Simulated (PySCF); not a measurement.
Os(CO)2 (C2O2Os), SMILES [O+]#[C-]->[Os]<-[C-]#[O+] (connectivity only; charge and spin as stated), neutral, multiplicity 3. Atoms are numbered in the order given.

```xyz
5

Os     0.0000     0.0000    -0.4338
O      0.0000    -2.2637     1.5412
C      0.0000    -1.4787     0.6924
O      0.0000     2.2637     1.5412
C      0.0000     1.4787     0.6924
```
Charge 0, spin multiplicity 3.

Geometry: PBE0-D3(BJ)/def2-SVP. The multiplicity is an assumed one; other spin states were not compared. The def2 effective core potentials stand for the cores of Os; spin–orbit coupling is left out.

All values below come from TDA-PBE/def2-SVPD (PySCF 2.14.0).

Vertical excitations. 

```tsv
state	energy (eV)	λ (nm)	f	main pairs
root 1	0.95	1302	0.000	β HOMO→LUMO 99 %
root 2	1.28	969	0.000	β HOMO−1→LUMO 96 %
root 3	1.71	725	0.000	β HOMO−2→LUMO 100 %
root 4	1.75	708	0.016	α HOMO→LUMO 97 %
root 5	1.81	686	0.000	β HOMO→LUMO+1 96 %
root 6	2.16	575	0.001	β HOMO−1→LUMO+1 98 %
root 7	2.16	573	0.000	α HOMO→LUMO+1 93 %
root 8	2.48	499	0.009	β HOMO−2→LUMO+1 95 %
root 9	2.94	422	0.000	α HOMO−1→LUMO 45 %, β HOMO→LUMO+2 53 %
root 10	3.16	392	0.001	α HOMO−1→LUMO+1 30 %, α HOMO−4→LUMO 15 %, β HOMO→LUMO+3 40 %, β HOMO−2→LUMO+2 11 %
```
Unrestricted roots are not spin-pure.
